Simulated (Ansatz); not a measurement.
`C#C[SiH2][AlH2]` + `[SiH3]S` → `C#C[SiH2]S[SiH3]` + `[AlH3]`  (cleavage of the Si–Al bond)

Program: Ansatz. Geometries: PBE0-D4/def2-TZVP. ΔE: electronic, gas phase. CCSD(T)/CBS adds triple-zeta CCSD(T) − MP2 to the extrapolated MP2 energy (def2 sets, frozen cores). This one scheme is used for every species. Functionals use def2-TZVPP. B3LYP here is the variant with VWN-RPA as its local correlation; programs differ in this. One conformer a species, not always the lowest.

`C#C[SiH2][AlH2]`:

```xyz
9

C    -1.601    1.586   -0.950
C    -1.097    0.512   -0.726
Si   -0.218   -1.037   -0.293
Al    1.598   -0.195    1.131
H    -2.061    2.525   -1.161
H     0.221   -1.690   -1.556
H    -1.184   -1.944    0.385
H     1.371   -0.023    2.692
H     2.970    0.267    0.479
```

`[SiH3]S`:

```xyz
6

Si   -0.444   -0.283    0.033
S     1.194    0.893    0.741
H    -1.285    0.473   -0.929
H    -1.231   -0.607    1.247
H     0.022   -1.534   -0.618
H     1.744    1.059   -0.474
```

`C#C[SiH2]S[SiH3]`:

```xyz
11

C    -1.696   -1.282   -1.343
C    -1.240   -0.208   -1.037
Si   -0.510    1.385   -0.540
S     0.187    1.302    1.472
Si    1.362   -0.480    1.299
H    -2.103   -2.229   -1.616
H     0.601    1.690   -1.472
H    -1.537    2.450   -0.587
H     0.527   -1.695    1.452
H     2.364   -0.422    2.392
H     2.044   -0.511   -0.020
```

`[AlH3]`:

Z-matrix (Å, degrees):
```
Al
H 1 1.586
H 1 1.586 2 120.0
H 1 1.586 2 120.0 3 -179.9
```

Problem. Is it downhill or uphill in electronic energy at CCSD(T)/CBS, and by how much? (Best estimate.)

Solution. Computed: Downhill: ΔE = -61.9 kJ/mol.

Problem. What do these levels give: B3LYP-D4, B2PLYP, PBE, r2SCAN, PBE0, HF/CBS(def2)? (An estimate is asked.)

Solution. Computed: B3LYP-D4 -59.8, B2PLYP -57.8, PBE -41.6, r2SCAN -55.5, PBE0 -46.8, HF/CBS(def2) -60.0 kJ/mol.

Largest T1 diagnostic among the species: 0.013.

From PBE to PBE0 (25 % exact exchange), in def2-TZVPP and without D4, ΔE moves by −5.3 kJ/mol. The D4 term adds −11.3 kJ/mol with B3LYP and −6.2 kJ/mol with PBE0; it sums over pairs of atoms, weighted by their polarisabilities, and B3LYP, whose exchange is more repulsive, gets the larger term.
